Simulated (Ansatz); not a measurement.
Ansatz (a program for electronic structure) input (B3LYP/6-31G*):

Ansatz 0.2 input:
```yaml
crystal:
  periodic: [false, false, false]
  atoms:
    - {symbol: Si, position_ang: [0.10617853, -0.16073718, 0.52263793]}
    - {symbol: F, position_ang: [-0.37010186, 1.41744785, 0.20331000]}
    - {symbol: F, position_ang: [1.30507196, -0.24940420, -0.64965642]}
    - {symbol: F, position_ang: [-1.10013671, -0.91800803, -0.36664590]}
basis:
  gaussian:
    orbitals: 6-31G*
hamiltonian:
  xc: {name: B3LYP}
total_charge: -1
phonons: {temperatures: {t_min: 298.15, t_max: 298.15, t_step: 100}}
```

Output:

```
Functional definition: B3LYP
integrals: 0.02 GiB planned
589 factors; integrals over basis functions are off by at most 1.4e-4 eV
mean field: 0.18 GiB planned
mean field evaluation 1: about -16032.9649 eV, gradient 8.6e0 eV
mean field evaluation 2: about -16033.0758 eV, gradient 4.9e0 eV
mean field evaluation 4: about -16033.1172 eV, gradient 2.1e-1 eV
mean field evaluation 8: about -16033.1292 eV, gradient 7.6e-3 eV
mean field -16033.12915418 eV, -589.2066287709 hartree, gradient 2.5e-5 eV, S^2 0.000000; 0 other end points of the search recorded, 0 dependent functions left out
the calculation of the forces begins
reference -16033.12934305 eV, -589.2066357117 hartree; 21, 21 occupied and 43, 43 virtual orbitals, 589 factors
these checks for a lower state are left out or cut short: stability, starts, cluster_reference, orbital_swaps, neighbouring_geometries, increment
integrals: 0.02 GiB planned
589 factors; integrals over basis functions are off by at most 1.4e-4 eV
mean field: 0.18 GiB planned
mean field evaluation 16: about -16033.1290 eV, gradient 1.4e-1 eV
mean field -16033.12907348 eV, -589.2066258050 hartree, gradient 2.0e-6 eV, S^2 0.000000; 0 other end points of the search recorded, 0 dependent functions left out
the calculation of the forces begins
reference -16033.12926229 eV, -589.2066327439 hartree; 21, 21 occupied and 43, 43 virtual orbitals, 589 factors
these checks for a lower state are left out or cut short: stability, starts, cluster_reference, orbital_swaps, neighbouring_geometries, increment
integrals: 0.02 GiB planned
589 factors; integrals over basis functions are off by at most 1.4e-4 eV
mean field: 0.18 GiB planned
mean field -16033.12907246 eV, -589.2066257675 hartree, gradient 1.7e-6 eV, S^2 0.000000; 0 other end points of the search recorded, 0 dependent functions left out
the calculation of the forces begins
reference -16033.12926138 eV, -589.2066327103 hartree; 21, 21 occupied and 43, 43 virtual orbitals, 589 factors
these checks for a lower state are left out or cut short: stability, starts, cluster_reference, orbital_swaps, neighbouring_geometries, increment
integrals: 0.02 GiB planned
589 factors; integrals over basis functions are off by at most 1.4e-4 eV
mean field: 0.18 GiB planned
mean field evaluation 32: about -16033.1291 eV, gradient 1.0e-4 eV
mean field -16033.12906589 eV, -589.2066255264 hartree, gradient 1.8e-6 eV, S^2 0.000000; 0 other end points of the search recorded, 0 dependent functions left out
the calculation of the forces begins
reference -16033.12925470 eV, -589.2066324649 hartree; 21, 21 occupied and 43, 43 virtual orbitals, 589 factors
these checks for a lower state are left out or cut short: stability, starts, cluster_reference, orbital_swaps, neighbouring_geometries, increment
integrals: 0.02 GiB planned
589 factors; integrals over basis functions are off by at most 1.4e-4 eV
mean field: 0.18 GiB planned
mean field -16033.12906973 eV, -589.2066256673 hartree, gradient 1.6e-6 eV, S^2 0.000000; 0 other end points of the search recorded, 0 dependent functions left out
the calculation of the forces begins
reference -16033.12925866 eV, -589.2066326104 hartree; 21, 21 occupied and 43, 43 virtual orbitals, 589 factors
these checks for a lower state are left out or cut short: stability, starts, cluster_reference, orbital_swaps, neighbouring_geometries, increment
integrals: 0.02 GiB planned
589 factors; integrals over basis functions are off by at most 1.4e-4 eV
mean field: 0.18 GiB planned
mean field -16033.12914337 eV, -589.2066283737 hartree, gradient 8.4e-7 eV, S^2 0.000000; 0 other end points of the search recorded, 0 dependent functions left out
the calculation of the forces begins
reference -16033.12933224 eV, -589.2066353144 hartree; 21, 21 occupied and 43, 43 virtual orbitals, 589 factors
these checks for a lower state are left out or cut short: stability, starts, cluster_reference, orbital_swaps, neighbouring_geometries, increment
integrals: 0.02 GiB planned
589 factors; integrals over basis functions are off by at most 1.4e-4 eV
mean field: 0.18 GiB planned
mean field -16033.12914098 eV, -589.2066282858 hartree, gradient 9.6e-7 eV, S^2 0.000000; 0 other end points of the search recorded, 0 dependent functions left out
the calculation of the forces begins
reference -16033.12932986 eV, -589.2066352268 hartree; 21, 21 occupied and 43, 43 virtual orbitals, 589 factors
these checks for a lower state are left out or cut short: stability, starts, cluster_reference, orbital_swaps, neighbouring_geometries, increment
integrals: 0.02 GiB planned
589 factors; integrals over basis functions are off by at most 1.4e-4 eV
mean field: 0.18 GiB planned
mean field -16033.12908493 eV, -589.2066262260 hartree, gradient 1.5e-6 eV, S^2 0.000000; 0 other end points of the search recorded, 0 dependent functions left out
the calculation of the forces begins
reference -16033.12927385 eV, -589.2066331685 hartree; 21, 21 occupied and 43, 43 virtual orbitals, 589 factors
these checks for a lower state are left out or cut short: stability, starts, cluster_reference, orbital_swaps, neighbouring_geometries, increment
integrals: 0.02 GiB planned
589 factors; integrals over basis functions are off by at most 1.4e-4 eV
mean field: 0.18 GiB planned
mean field evaluation 64: about -16033.1291 eV, gradient 9.4e-7 eV
mean field -16033.12909238 eV, -589.2066264998 hartree, gradient 9.4e-7 eV, S^2 0.000000; 0 other end points of the search recorded, 0 dependent functions left out
the calculation of the forces begins
reference -16033.12928121 eV, -589.2066334390 hartree; 21, 21 occupied and 43, 43 virtual orbitals, 589 factors
these checks for a lower state are left out or cut short: stability, starts, cluster_reference, orbital_swaps, neighbouring_geometries, increment
integrals: 0.02 GiB planned
589 factors; integrals over basis functions are off by at most 1.4e-4 eV
mean field: 0.18 GiB planned
mean field -16033.12914444 eV, -589.2066284128 hartree, gradient 2.7e-6 eV, S^2 0.000000; 0 other end points of the search recorded, 0 dependent functions left out
the calculation of the forces begins
reference -16033.12933334 eV, -589.2066353549 hartree; 21, 21 occupied and 43, 43 virtual orbitals, 589 factors
these checks for a lower state are left out or cut short: stability, starts, cluster_reference, orbital_swaps, neighbouring_geometries, increment
integrals: 0.02 GiB planned
589 factors; integrals over basis functions are off by at most 1.4e-4 eV
mean field: 0.18 GiB planned
mean field -16033.12914517 eV, -589.2066284396 hartree, gradient 2.7e-6 eV, S^2 0.000000; 0 other end points of the search recorded, 0 dependent functions left out
the calculation of the forces begins
reference -16033.12933400 eV, -589.2066353792 hartree; 21, 21 occupied and 43, 43 virtual orbitals, 589 factors
these checks for a lower state are left out or cut short: stability, starts, cluster_reference, orbital_swaps, neighbouring_geometries, increment
integrals: 0.02 GiB planned
589 factors; integrals over basis functions are off by at most 1.4e-4 eV
mean field: 0.18 GiB planned
mean field -16033.12910397 eV, -589.2066269256 hartree, gradient 1.0e-6 eV, S^2 0.000000; 0 other end points of the search recorded, 0 dependent functions left out
the calculation of the forces begins
reference -16033.12929283 eV, -589.2066338662 hartree; 21, 21 occupied and 43, 43 virtual orbitals, 589 factors
these checks for a lower state are left out or cut short: stability, starts, cluster_reference, orbital_swaps, neighbouring_geometries, increment
integrals: 0.02 GiB planned
589 factors; integrals over basis functions are off by at most 1.4e-4 eV
mean field: 0.18 GiB planned
mean field -16033.12909700 eV, -589.2066266694 hartree, gradient 1.4e-6 eV, S^2 0.000000; 0 other end points of the search recorded, 0 dependent functions left out
the calculation of the forces begins
reference -16033.12928587 eV, -589.2066336104 hartree; 21, 21 occupied and 43, 43 virtual orbitals, 589 factors
these checks for a lower state are left out or cut short: stability, starts, cluster_reference, orbital_swaps, neighbouring_geometries, increment
integrals: 0.02 GiB planned
589 factors; integrals over basis functions are off by at most 1.4e-4 eV
mean field: 0.18 GiB planned
mean field evaluation 96: about -16033.1291 eV, gradient 7.7e-7 eV
mean field -16033.12913845 eV, -589.2066281927 hartree, gradient 7.7e-7 eV, S^2 0.000000; 0 other end points of the search recorded, 0 dependent functions left out
the calculation of the forces begins
reference -16033.12932735 eV, -589.2066351349 hartree; 21, 21 occupied and 43, 43 virtual orbitals, 589 factors
these checks for a lower state are left out or cut short: stability, starts, cluster_reference, orbital_swaps, neighbouring_geometries, increment
integrals: 0.02 GiB planned
589 factors; integrals over basis functions are off by at most 1.4e-4 eV
mean field: 0.18 GiB planned
mean field -16033.12913671 eV, -589.2066281289 hartree, gradient 1.0e-6 eV, S^2 0.000000; 0 other end points of the search recorded, 0 dependent functions left out
the calculation of the forces begins
reference -16033.12932555 eV, -589.2066350684 hartree; 21, 21 occupied and 43, 43 virtual orbitals, 589 factors
Total energy: -16033.12934305 eV, -589.2066357117 hartree
Atom 0 at     0.106179    -0.160737     0.522638 Å, force    -0.000193     0.000384    -0.001129 eV/Å
Atom 1 at    -0.370102     1.417448     0.203310 Å, force     0.000475    -0.001605    -0.000150 eV/Å
Atom 2 at     1.305072    -0.249404    -0.649656 Å, force    -0.001436     0.000296     0.000822 eV/Å
Atom 3 at    -1.100137    -0.918008    -0.366646 Å, force     0.001154     0.000926     0.000457 eV/Å
Dipole moment:    -0.038983     0.059006    -0.191868 e Å
Vibrations: 270.40 270.40 399.47 741.90 741.94 757.83 cm⁻¹, zero-point energy 0.197255 eV
```

The blocks after the first are displaced geometries, from whose forces the wavenumbers follow.

The dipole moment of an ion depends on the origin.
